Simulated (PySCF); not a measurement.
Spinor energies of Br²⁺ (bromine, charge +2)

Start: [Ar] 3d10 4s2 4p3; 4p1/2 filled at m_j = -1/2, +1/2; 4p3/2 filled at m_j = +3/2. Calculated with PySCF 2.14 in x2c-SVPall-2c: generalised Hartree-Fock with the X2C-1e Hamiltonian and a Gaussian nucleus; one run each with spin-orbit coupling (SO) switched off, then screened by Boettger's factors.

| spinor shell | electrons | ε, spin-free (eV) | ε, screened SO (eV) | weight of nominal j (screened SO) | rms radius, screened SO (bohr) |
| --- | --- | --- | --- | --- | --- |
| 1s1/2 | 2 | -13576.8 | -13576.5 | 1.000 | 0.0493 |
| 2s1/2 | 2 | -1848.9 | -1848.8 | 1.000 | 0.205 |
| 2p1/2 | 2 | -1628.8 | -1661.5 | 1.000 | 0.180 |
| 2p3/2 | 4 | -1628.8 | -1613.0 | 1.000 | 0.184 |
| 3s1/2 | 2 | -301.22 | -301.19 | 1.000 | 0.588 |
| 3p1/2 | 2 | -229.13 | -234.19 | 0.995 | 0.601 |
| 3p3/2 | 4 | -229.13 | -226.67 | 0.997 | 0.611 |
| 3d3/2 | 4 | -109.70 | -110.43 | 0.953 | 0.649 |
| 3d5/2 | 6 | -109.70 | -109.18 | 0.968 | 0.651 |
| 4s1/2 | 2 | -48.231 | -48.222 | 1.000 | 1.72 |
| 4p1/2 | 2 | -35.178 | -35.308 | 0.567 | 2.01 |
| 4p3/2 | 1 | -35.178 | -34.913 | 1.000 | 2.03 |

```csv
quantity,spin-free,screened SO
E (hartree),-2602.78739,-2602.90566
M_J,3/2,3/2
⟨J²⟩,3.751,3.751
⟨L²⟩,0.000,0.024
⟨S²⟩,3.751,3.722
```

Each row is a mean over spinors that exchange with the open shell spreads, by up to 9.499 eV (4s1/2).

Rows whose weight is well below 1 are mixtures of j = l ± 1/2: exchange outweighs spin-orbit coupling there, and the label is only the starting occupation.

Without spin-orbit coupling the j labels of p, d and f shells carry no meaning; the spin-free column gives the mean over the occupied spinors of each nl shell.
